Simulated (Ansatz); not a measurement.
Energy difference R1 → P1 + P2, each structure at its B3LYP-D3(BJ)/def2-TZVP stationary point, reached from a drawn start (curvature not checked).
R1, C2H4 (SMILES C=C) (charge 0, multiplicity 1):
```tsv
atom	x (Å)	y (Å)	z (Å)
C	-0.6611	-0.0392	-0.0047
C	0.6611	0.0392	0.0047
H	-1.2848	0.8354	0.1353
H	-1.1749	-0.9815	-0.1527
H	1.2848	-0.8354	-0.1353
H	1.1749	0.9815	0.1527
```
P1, C2H3 (SMILES [CH]=C) (charge 0, multiplicity 2, Z-matrix in Å and degrees):
```
C
C 1 1.3014
H 2 1.0786 1 138.61
H 1 1.0866 2 122.31 3 179.98
H 1 1.0922 4 115.84 2 179.97
```
P2: H atom, charge 0, multiplicity 2.

P less R. No zero-point or thermal terms; singlets are restricted closed shells; open shells are unrestricted.

Frozen-core correlation throughout.

Programs: Ansatz (a first-principles code). All values are computed, each at the level named.

Total energies in hartree:

| structure | PBE/def2-TZVPP | B3LYP/def2-TZVPP | CCSD(T)/cc-pVQZ |
|---|---|---|---|
| R1 | -78.501587 | -78.625354 | -78.461629 |
| P1 | -77.820757 | -77.938406 | -77.773724 |
| P2 | -0.499616 | -0.502154 | -0.499946 |

Question: Work out the reaction energy at each level in eV (1 hartree = 27.21139 eV), and say how far PBE/def2-TZVPP lies from CCSD(T)/cc-pVQZ.

Answer: 
- PBE/def2-TZVPP: (-77.820757) + (-0.499616) − (-78.501587) = 0.181214 hartree = 4.931 eV
- B3LYP/def2-TZVPP: (-77.938406) + (-0.502154) − (-78.625354) = 0.184794 hartree = 5.029 eV
- CCSD(T)/cc-pVQZ: (-77.773724) + (-0.499946) − (-78.461629) = 0.187959 hartree = 5.115 eV
PBE/def2-TZVPP less CCSD(T)/cc-pVQZ: -0.184 eV. CCSD(T)/cc-pVQZ is the level counted from, the highest shown, and no exact or measured value.

Doubts at one or more of the structures used: a spin-contaminated determinant (CCSD(T)/cc-pVQZ).
